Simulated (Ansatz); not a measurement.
One change: `[OH][GeH2][SiH](O)O` becomes `C[SiH](O)[GeH2][OH]`.

Ansatz, PBE0-D4/def2-TZVP geometries, multiplicity 1. Each molecule was computed in one conformer, which needn't be the lowest.

Scalar relativity is left out up to krypton.

```tsv
property	`[OH][GeH2][SiH](O)O`
size of the dipole moment (B3LYP/def2-TZVPP) / D	0.98
HOMO–LUMO gap (ωB97M-V/def2-TZVPP) / eV	11.31
HOMO energy (PBE0/def2-TZVPP) / eV	-7.95
LUMO energy (B3LYP/def2-TZVPP) / eV	-0.70
size of the dipole moment (ωB97M-V/def2-TZVPP) / D	1.00
HOMO–LUMO gap (B3LYP/def2-TZVPP) / eV	7.06
```

(1) What does the change do to each property? (Best estimate.)

## Answers

(1) Computed: 
```tsv
property	`C[SiH](O)[GeH2][OH]`	shift
size of the dipole moment (B3LYP/def2-TZVPP) / D	2.66	1.68
HOMO–LUMO gap (ωB97M-V/def2-TZVPP) / eV	10.71	-0.60
HOMO energy (PBE0/def2-TZVPP) / eV	-7.37	0.58
LUMO energy (B3LYP/def2-TZVPP) / eV	-0.70	0.00
size of the dipole moment (ωB97M-V/def2-TZVPP) / D	2.68	1.68
HOMO–LUMO gap (B3LYP/def2-TZVPP) / eV	6.47	-0.59
```

Dipoles are sizes alone; their direction can turn.

B3LYP here is the variant with VWN-RPA as its local correlation; programs differ in this.
